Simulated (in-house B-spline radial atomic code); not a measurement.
**RPA and G0W0 on CAM-B3LYP: Al6+**

Configuration [He] 2s2 2p3, highest spin, mean-field start CAM-B3LYP. Computed with an all-electron radial atomic-structure program (B-spline basis): all electrons, scalar-relativistic (spin-free one-electron X2C), finite nucleus, each spin shell either full or empty, empty states to l = 9 with an (l + 1/2)⁻⁴ tail; G0W0 by contour deformation at full frequency.

Command:
```bash
python run_gw.py task.json out
```
Settings (radii: box in bohr, nucleus in fm):
```
Z                        13
electrons                7
configuration            [He] 2s2 2p3
hamiltonian              x2c
method                   camb3lyp
lmax                     9
rms_radius               3.061
spin_polarised           True
box_radius               9.29
intervals                68
```

Cost of the run: 1.4 s on 1 thread of AMD EPYC 7R43 64-Core Processor, with other jobs on the host.

Energies (hartree):

```
                                     term       value
                         mean-field total  -223.74197
Hartree-Fock functional on these orbitals  -223.55339
                      direct second order    -0.40797
                    second-order exchange      0.1936
                         SOSEX correction     0.17717
```

Task: What is the RPA correlation energy, and what remains with SOSEX?

Result: RPA gives -0.37086 hartree (-1.44 eV per electron); RPA + SOSEX gives -0.19369, and the second-order doubles -0.21437 hartree (no singles). SOSEX takes back 48 % of the RPA value.

Quasi-particle levels (eV):

| level | occupied | mean field | Σx - vxc | Σc | QP weight | G0W0 |
| --- | --- | --- | --- | --- | --- | --- |
| 2p up | yes | -228.29 | -15.29 | ? | ? | ? |
| 2s down | yes | -248.86 | -8.22 | -2.85 | 0.975 | -259.93 |
| 1s down | yes | -1707.10 | -62.51 | 15.47 | 0.927 | -1754.14 |
| 2p down | no | -202.58 | 16.31 | -4.13 | 0.979 | -190.41 |

G0W0 = mean field + (Σx - vxc) + Σc, with Σc (partial-wave tail included) taken at the quasi-particle energy. Levels of low weight are left out.

Task: Where does G0W0 put 2p up?

Result: At -242.05 eV, with Σc = 1.53 eV and a quasi-particle weight of 0.974. The tabulated removal energy is 241.76 ± 0.09 eV (NIST, semi-empirical); the calculation leaves out spin-orbit coupling, Breit and QED terms, and what these don't explain is the method's own error.
